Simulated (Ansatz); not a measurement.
`N=C[CH2][GeH3]` + `C[SeH]` → `C[Se]CC=N` + GeH₄  (substitution at a C–Ge bond)

Computed with Ansatz on PBE0-D4/def2-TZVP structures; ΔE is electronic, products minus reactants. CCSD(T)/CBS adds triple-zeta CCSD(T) − MP2 to the extrapolated MP2 energy (def2 sets, frozen cores). For Ge, Se outer-core shells are correlated without core-valence functions, which leaves a few kJ/mol of doubt a bond. Scalar relativity is left out up to krypton. Each species was taken in one conformer, which may not be the lowest.

```tsv
species	CCSD/def2-TZVPP energy (Eh)
`N=C[CH2][GeH3]`	-2210.49064
`C[SeH]`	-2440.53519
`C[Se]CC=N`	-2573.03908
GeH₄	-2077.97792
```

(1) Work out ΔE.

Largest T1 diagnostic among the species: 0.012.

Results:

(1) ΔE = (-2573.03908) + (-2077.97792) − (-2210.49064) − (-2440.53519) = 0.00883 Eh = +23.2 kJ/mol. CCSD(T)/CBS gives +21.2 kJ/mol.

In def2-TZVPP, CCSD(T) changes the Hartree–Fock value by −10.1 kJ/mol (the triples alone add −2.6 kJ/mol) and MP2 by −11.7 kJ/mol. The D4 term adds −5.7 kJ/mol with B3LYP and −3.1 kJ/mol with PBE0; it sums over pairs of atoms, weighted by their polarisabilities, and B3LYP, whose exchange is more repulsive, gets the larger term.

B3LYP here is the variant with VWN-RPA as its local correlation; programs differ in this.
